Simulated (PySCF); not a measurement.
**ZnO⁻ at PBE0**

Level: PBE0. Zn def2-SVPD, O def2-SVPD; no relativity (PySCF 2.14).

* state: ²Σ⁺ (doublet), unpaired electrons σ ↑
* bond length: 1.769 Å
* harmonic wavenumber: 628 cm⁻¹
* force constant: 2.97 mdyn/Å
* rotational constant Be: 0.4213 cm⁻¹
* anharmonicity ωexe: 7.24 cm⁻¹
* vibration–rotation constant αe: 0.00504 cm⁻¹
* well depth De to Zn + O⁻: 2.28 eV
* dissociation energy D0: 2.25 eV
* bond order (Mayer): 1.14
* dipole moment (positive dipole points towards O; it is taken about the centre of mass and depends on that origin): -3.68 D

For an ion De counts to the pair picked by the measured ionisation energies or electron affinities, which need not be the lowest pair at this level. The state was picked by a PBE0 search and need not be the measured ground state.
